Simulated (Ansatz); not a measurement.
Ansatz (a quantum-chemistry and plane-wave program) input (B3LYP/6-31G*):

Ansatz 0.2 input:
```yaml
crystal:
  periodic: [false, false, false]
  atoms:
    - {symbol: C, position_ang: [-1.84397200, -0.36782100, -0.04621400]}
    - {symbol: B, position_ang: [-0.36002500, -0.07181500, -0.00902300]}
    - {symbol: Cl, position_ang: [0.80604500, -1.36302900, 0.27277100]}
    - {symbol: Cl, position_ang: [0.23391300, 1.57047200, -0.24670700]}
    - {symbol: H, position_ang: [-2.23450200, -1.36811000, 0.09688300]}
    - {symbol: H, position_ang: [-2.58082300, 0.40758700, -0.21756600]}
basis:
  gaussian:
    orbitals: 6-31G*
hamiltonian:
  xc: {name: B3LYP}
magnetization: {spin_polarized: true, initial_magnetization: 1}
output: {forces: true}
```

Output:

```
Functional definition: B3LYP
integrals: 0.02 GiB planned
680 factors; integrals over basis functions are off by at most 1.3e-3 eV
mean field: 0.35 GiB planned
mean field evaluation 1: about -26789.8083 eV, gradient 2.1e1 eV
mean field evaluation 2: about -26789.3069 eV, gradient 2.2e1 eV
mean field evaluation 4: about -26792.0351 eV, gradient 8.8e-1 eV
mean field evaluation 8: about -26792.1311 eV, gradient 1.8e-1 eV
mean field evaluation 16: about -26792.1313 eV, gradient 6.4e-5 eV
mean field -26792.13126388 eV, -984.5926635887 hartree, gradient 6.4e-5 eV, S^2 0.752562; 0 other end points of the search recorded, 0 dependent functions left out
the calculation of the forces begins
reference -26792.13145773 eV, -984.5926707125 hartree; 24, 23 occupied and 48, 49 virtual orbitals, 680 factors
Total energy: -26792.13145773 eV, -984.5926707125 hartree
Atom 0 at    -1.843972    -0.367821    -0.046214 Å, force    -0.029173    -0.005819    -0.000731 eV/Å
Atom 1 at    -0.360025    -0.071815    -0.009023 Å, force     0.002914     0.000581     0.000073 eV/Å
Atom 2 at     0.806045    -1.363029     0.272771 Å, force     0.148740    -0.175417     0.037720 eV/Å
Atom 3 at     0.233913     1.570472    -0.246707 Å, force     0.071738     0.219396    -0.032195 eV/Å
Atom 4 at    -2.234502    -1.368110     0.096883 Å, force    -0.075981    -0.127706     0.016751 eV/Å
Atom 5 at    -2.580823     0.407587    -0.217566 Å, force    -0.118239     0.088964    -0.021618 eV/Å
Dipole moment:    -0.424335    -0.084643    -0.010635 e Å
```

The geometry given is a B3LYP-D3(BJ)/def2-TZVP minimum.
